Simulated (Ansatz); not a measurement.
IRb (SMILES [Rb][I]), singlet, at a GFN2-xTB geometry (such geometries of metal compounds can be far from the true shape) (all electrons, no relativity), atoms displaced at random by about 0.05 Å a coordinate. Base run: B3LYP/STO-3G in Ansatz (an electronic-structure program).

Ansatz was given this input:
Ansatz 0.2 input:
```yaml
crystal:
  periodic: [false, false, false]
  atoms:
    - {symbol: Rb, position_ang: [0.03922489, 0.02084990, -1.93371617]}
    - {symbol: I, position_ang: [0.04905878, 0.00540476, 1.29109425]}
basis:
  gaussian:
    orbitals: STO-3G
hamiltonian:
  xc: b3lyp
relax: {}
```

The base run was repeated with changes; each row names its change, and settings that it needs were set with it.

```tsv
change	ΔE vs base (kcal/mol)	optimiser steps	core-seconds (rough)
base	0.000	3	9
relax = f_tol: 0.002	0.000	5	20
relax = max_displacement: 0.5	0.000	3	9
relax = f_tol: 0.1	0.003	2	7
relax = escape_saddle: false	0.000	3	9
relax = f_tol: 0.0005	0.000	4	10
relax = f_tol: 0.05	0.003	2	7
```
